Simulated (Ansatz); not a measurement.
Reaction (formal exchange of groups at the Al–N bond): `O=C=[N][AlH][Cl]` + propane → `C[CH](C)[AlH][Cl]` + `N=C=O`

Isolated molecules relaxed with PBE0-D4/def2-TZVP in Ansatz; ΔE leaves out vibrations. CCSD(T)/CBS adds triple-zeta CCSD(T) − MP2 to the extrapolated MP2 energy (def2 sets, frozen cores). This one scheme is used for every species. DFT in def2-TZVPP. Each species was taken in one conformer, which may not be the lowest.

```tsv
species	LC-ωPBE energy (Eh)
`O=C=[N][AlH][Cl]`	-871.20513
`CCC`	-119.11577
`C[CH](C)[AlH][Cl]`	-821.61527
`N=C=O`	-168.64235
```

Work out ΔE.

ΔE = (-821.61527) + (-168.64235) − (-871.20513) − (-119.11577) = 0.06328 Eh = +1.72 eV. CCSD(T)/CBS gives +1.72 eV.

What do rigid-rotor, harmonic-oscillator terms from PBE0-D4/def2-TZVP frequencies (298.15 K, 1 bar) make of the CCSD(T)/CBS value? (Best estimate.)

Computed: ΔZPE = -0.09 eV, ΔH = +1.64 eV, ΔS = 5 J/(mol·K), ΔG = +1.63 eV. Modes under 50 cm⁻¹ make the entropy rough.

Largest T1 diagnostic among the species: 0.018.

The D4 term adds −0.07 eV with B3LYP and −0.04 eV with PBE0; it sums over pairs of atoms, weighted by their polarisabilities, and B3LYP, whose exchange is more repulsive, gets the larger term. Leaving LDA and LC-ωPBE aside and taking each functional with its dispersion term where it has one, the values, not all of them listed here, spread over 0.28 eV, from PBE-D4 to BHLYP-D4. LDA lies −0.06 eV from PBE without D4. In def2-TZVPP, CCSD(T) changes the Hartree–Fock value by −0.32 eV (the triples alone add −0.05 eV) and MP2 by −0.30 eV.

B3LYP here is the variant with VWN-RPA as its local correlation; programs differ in this.
